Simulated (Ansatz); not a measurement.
Reaction (substitution at a C–C bond): `C=C1[SiH2]C1C` + HBr → `C=C1[SiH2]C1Br` + CH₄

Calculated with Ansatz (gas phase, PBE0-D4/def2-TZVP geometries, no zero-point term in ΔE). CCSD(T)/CBS is the MP2 limit (def2-TZVPP, def2-QZVPP) plus CCSD(T) − MP2 in def2-TZVPP, frozen cores. This one scheme is used for every species. Functionals use def2-TZVPP. HSE06 is defined as in plane-wave codes. For Br outer-core shells are correlated without core-valence functions, which leaves a few kJ/mol of doubt a bond. Scalar relativity is left out up to krypton.

Task: Is it downhill or uphill in electronic energy at CCSD(T)/CBS, and by how much? (Best estimate.)

Result: Ansatz gave: Uphill: ΔE = +6.4 kJ/mol.

Task: What do these levels give: LDA (SPW92), B2PLYP, HSE06, CCSD(T)/def2-SVP, CCSD(T)/def2-TZVPP, MP2/def2-QZVPP? (Best estimate.)

Result: Computed: LDA (SPW92) 12.0, B2PLYP 2.7, HSE06 6.9, CCSD(T)/def2-SVP 23.2, CCSD(T)/def2-TZVPP 7.6, MP2/def2-QZVPP 2.8 kJ/mol.

Largest T1 diagnostic among the species: 0.012.

From PBE to PBE0 (25 % exact exchange), in def2-TZVPP and without D4, ΔE moves by +4.5 kJ/mol. Leaving LDA and LC-ωPBE aside and taking each functional with its dispersion term where it has one, the values, not all of them listed here, spread over 10.4 kJ/mol, from BLYP-D4 to ωB97X-V. LDA lies +9.3 kJ/mol from PBE without D4. At CCSD(T), def2-SVP lies +16.7 kJ/mol from the extrapolated value and def2-TZVPP +1.2 kJ/mol.
